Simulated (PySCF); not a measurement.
Delta-SCF ions had no search for a lower state. Excitations are Tamm–Dancoff values on a coarser integration grid. The basis has no diffuse functions, so Rydberg states are missing or too high.

# H2BBr, SMILES `BrB` (charge 0, multiplicity 1)

Method: M06-2X/def2-TZVP run with PySCF.

| Property | Value |
|---|---|
| HOMO | -9.42 eV |
| dipole moment | 0.157 e·Å |
| LUMO | -1.07 eV |
| HOMO–LUMO gap | 8.35 eV |
| S1 excitation (TDA) | 4.67 eV |
| S1 oscillator strength | 0.000 |
| brightest of the four lowest singlets (TDA) | 6.72 eV |
| T1 excitation (TDA) | 4.40 eV |
| S1–T1 gap (TDA) | 0.26 eV |
| vertical ionisation energy (Delta-SCF) | 10.87 eV |
| total energy | -2600.2476 Ha |
| cost | around 80 core-seconds (rough) |

```xyz
4

B     -0.2004     0.0070    -0.4611
Br     1.6879    -0.0480    -0.6668
H     -0.6945     1.0478    -0.2011
H     -0.7985    -1.0017    -0.6020
```
